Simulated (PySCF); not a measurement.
A GIAO shielding run with PySCF 2.14.0 with density-fitted response routines (density fitting, non-relativistic, gas phase) on `CC(=O)C[SiH2]c1cccs1`, C₇H₁₀OSSi:

```
$ OMP_NUM_THREADS=1 python probes_run.py task.json out

{"job": {"kind": "nmr", "xc": "PBE0", "basis": "pcSseg-1"}, "charge": 0, "multiplicity": 1}
C     -3.390151     0.288279    -1.059143
C     -2.722523    -0.091154     0.240745
O     -3.276096    -0.756411     1.084052
C     -1.317875     0.377966     0.382882
Si    -0.190118    -1.079699    -0.130693
C      1.574034    -0.460884    -0.046267
C      2.084978     0.743357     0.345656
C      3.491116     0.818097     0.269518
C      4.044117    -0.337083    -0.181850
S      2.855863    -1.529830    -0.520406
H     -3.585977     1.359239    -1.061412
H     -2.734242     0.060870    -1.895940
H     -4.332573    -0.241915    -1.167681
H     -1.114640     0.611343     1.426521
H     -1.126068     1.254424    -0.231163
H     -0.380276    -2.218292     0.767382
H     -0.492026    -1.469044    -1.516601
H      1.466812     1.556859     0.682450
H      4.060800     1.690293     0.537242
H      5.079697    -0.565736    -0.338023
```

Hardware: 1 thread of an Arm Neoverse N1, shared host. The job also computes population analyses, field gradients, ring-centre shieldings.

(1) How large is the calculation?

(2) How long does it take, and how much memory does it need?

Answers

(1) 90 electrons, 234 basis functions and 1256 auxiliary functions.

(2) 110 s of wall time, with 14 SCF cycles and 5 response iterations; peak memory 1.1 GiB. Times on a shared host scatter by some tens of per cent.
